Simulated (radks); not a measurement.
Values are calculated unless marked as measured or tabulated.
The mean radii <r> (bohr) of the occupied orbitals of an atom or ion are listed with their occupations. Level of theory: non-relativistic Kohn-Sham, TPSS, spin-polarised, spherical densities, point nucleus; meta-GGA in the generalised Kohn-Sham scheme (a radial shooting solver on a logarithmic mesh with Libxc functionals).

| orbital | occ. | <r> |
|---|---|---|
| 1s up | 1 | 0.01909 |
| 1s down | 1 | 0.01909 |
| 2s up | 1 | 0.07714 |

Name the element and its charge. Open shells, if any, are filled with parallel spins first.

Answer. Z = 79, gold, charge +76: Au76+ in [He] 2s1. The 1s radius gives Z: for a bare nucleus <r> = 1.5/Z, 0.01899 bohr for Z = 79, and screening makes it slightly larger (0.01909 here). The occupations add up to 3, and the charge is Z minus that.
